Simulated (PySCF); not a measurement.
PySCF input (HF/def2-TZVPD):

```python
from pyscf import gto, scf, dft

mol = gto.M(
    atom='''
    C    -2.15890868   -0.40122079    0.06529227
    Si   -0.47210777   -0.07011249    0.01003441
    Cl    0.55773229   -1.21528958   -1.44085880
    Cl    0.40327315    1.87084237   -0.44457539
    Cl    0.51000232   -0.42280846    1.85072926
    H    -2.73504207   -0.06875326    0.92239537
    H    -2.70912891   -0.49900068   -0.86464690
    ''',
    basis='def2-tzvpd',
    charge=-1,
    spin=0,
    verbose=4,
)

mf = scf.RHF(mol).density_fit(auxbasis='def2-universal-jkfit')
mf.conv_tol = 1e-9
mf.max_cycle = 100
mf.max_memory = 1500
mf.kernel()
if not mf.converged:
    mf = mf.newton()
    mf.kernel(mf.make_rdm1())
mf.analyze()
```

End of the output:

```
Extra cycle  E= -1706.68811060852  delta_E= -1.41e-11  |g|= 2.31e-06  |ddm|= 1.42e-05
converged SCF energy = -1706.68811060852
**** SCF Summaries ****
Total Energy =                       -1706.688110608518173
Nuclear Repulsion Energy =             417.680140189357815
One-electron Energy =                -3205.734369186239746
Two-electron Energy =                 1081.366118388363702
Two-electron Coulomb Energy =         1190.648318850619034
DFT Exchange-Correlation Energy =     -109.282200462255332
HOMO-LUMO gap [eV] =                     7.490795951178804
**** MO energy ****
MO #1   energy= -104.668692384359  occ= 2
MO #2   energy= -104.668692130938  occ= 2
MO #3   energy= -104.655061118697  occ= 2
MO #4   energy= -68.6964491239042  occ= 2
MO #5   energy= -11.0002931323272  occ= 2
MO #6   energy= -10.3982848143338  occ= 2
MO #7   energy= -10.3982801738825  occ= 2
MO #8   energy= -10.3844269765475  occ= 2
MO #9   energy= -7.86494727981907  occ= 2
MO #10  energy= -7.86494517279323  occ= 2
MO #11  energy= -7.86414021580443  occ= 2
MO #12  energy= -7.86413950591385  occ= 2
MO #13  energy= -7.8641065329347   occ= 2
MO #14  energy= -7.864106120983    occ= 2
MO #15  energy= -7.85099372369297  occ= 2
MO #16  energy= -7.850268048933    occ= 2
MO #17  energy= -7.85024123276312  occ= 2
MO #18  energy= -6.03384363680492  occ= 2
MO #19  energy= -4.14121790068037  occ= 2
MO #20  energy= -4.14043896161253  occ= 2
MO #21  energy= -4.13889244752835  occ= 2
MO #22  energy= -0.955202949193772 occ= 2
MO #23  energy= -0.923109168662448 occ= 2
MO #24  energy= -0.907753436130755 occ= 2
MO #25  energy= -0.718578974456719 occ= 2
MO #26  energy= -0.501472812507256 occ= 2
MO #27  energy= -0.403321665849935 occ= 2
MO #28  energy= -0.379876770147838 occ= 2
MO #29  energy= -0.364051596076686 occ= 2
MO #30  energy= -0.362129781539768 occ= 2
MO #31  energy= -0.324218347909651 occ= 2
MO #32  energy= -0.320870382856361 occ= 2
MO #33  energy= -0.298114885093359 occ= 2
MO #34  energy= -0.291823426397199 occ= 2
MO #35  energy= -0.287216828692702 occ= 2
MO #36  energy= -0.280886197854571 occ= 2
MO #37  energy= -0.119974799768489 occ= 2
MO #38  energy= 0.155306876279661  occ= 0
MO #39  energy= 0.16711748182671   occ= 0
MO #40  energy= 0.170623116350262  occ= 0
MO #41  energy= 0.193012323726803  occ= 0
MO #42  energy= 0.203224004973439  occ= 0
MO #43  energy= 0.204371946348013  occ= 0
MO #44  energy= 0.214424760481492  occ= 0
MO #45  energy= 0.219588616224805  occ= 0
MO #46  energy= 0.227719524109429  occ= 0
MO #47  energy= 0.246671806047686  occ= 0
MO #48  energy= 0.265958125362048  occ= 0
MO #49  energy= 0.292768523630751  occ= 0
MO #50  energy= 0.305856075170349  occ= 0
MO #51  energy= 0.309617254814222  occ= 0
MO #52  energy= 0.322332953832466  occ= 0
MO #53  energy= 0.341541419688132  occ= 0
MO #54  energy= 0.349984089172338  occ= 0
MO #55  energy= 0.354496833467018  occ= 0
MO #56  energy= 0.36831790626364   occ= 0
MO #57  energy= 0.390121345816023  occ= 0
MO #58  energy= 0.39215172850712   occ= 0
MO #59  energy= 0.403310739487102  occ= 0
MO #60  energy= 0.406926923148127  occ= 0
MO #61  energy= 0.415273029584064  occ= 0
MO #62  energy= 0.418967909878817  occ= 0
MO #63  energy= 0.428745454671717  occ= 0
MO #64  energy= 0.439128333325305  occ= 0
MO #65  energy= 0.444404628183666  occ= 0
MO #66  energy= 0.449379778940731  occ= 0
MO #67  energy= 0.468439479809297  occ= 0
MO #68  energy= 0.480225510557898  occ= 0
MO #69  energy= 0.483855171015833  occ= 0
MO #70  energy= 0.492875411537109  occ= 0
MO #71  energy= 0.494945332733127  occ= 0
MO #72  energy= 0.507708885653198  occ= 0
MO #73  energy= 0.51715578844467   occ= 0
MO #74  energy= 0.522231380761179  occ= 0
MO #75  energy= 0.53485135751612   occ= 0
MO #76  energy= 0.536936465372646  occ= 0
MO #77  energy= 0.54280051119615   occ= 0
MO #78  energy= 0.545970658810908  occ= 0
MO #79  energy= 0.549736828775219  occ= 0
MO #80  energy= 0.554732330918608  occ= 0
MO #81  energy= 0.57283241942947   occ= 0
MO #82  energy= 0.578642074786782  occ= 0
MO #83  energy= 0.599360538472153  occ= 0
MO #84  energy= 0.60724007301222   occ= 0
MO #85  energy= 0.610267754079844  occ= 0
MO #86  energy= 0.6381714975021    occ= 0
MO #87  energy= 0.667625089547613  occ= 0
MO #88  energy= 0.683844026812739  occ= 0
MO #89  energy= 0.71256525540582   occ= 0
MO #90  energy= 0.7231711569686    occ= 0
MO #91  energy= 0.731608024202263  occ= 0
MO #92  energy= 0.738270164022374  occ= 0
MO #93  energy= 0.759282795073867  occ= 0
MO #94  energy= 0.781486486143219  occ= 0
MO #95  energy= 0.790858272242423  occ= 0
MO #96  energy= 0.804064654452571  occ= 0
MO #97  energy= 0.826747571226912  occ= 0
MO #98  energy= 0.847827473564101  occ= 0
MO #99  energy= 0.880633271167631  occ= 0
MO #100 energy= 0.88306498941934   occ= 0
MO #101 energy= 0.931457231792147  occ= 0
MO #102 energy= 0.933235192453592  occ= 0
MO #103 energy= 0.938869685811026  occ= 0
MO #104 energy= 0.94736247157838   occ= 0
MO #105 energy= 0.958172237054377  occ= 0
MO #106 energy= 0.961687760658793  occ= 0
MO #107 energy= 0.974185408137016  occ= 0
[...]
```

It need not be the lowest isomer of its formula. Whether it binds its extra electron was not tested at this geometry.
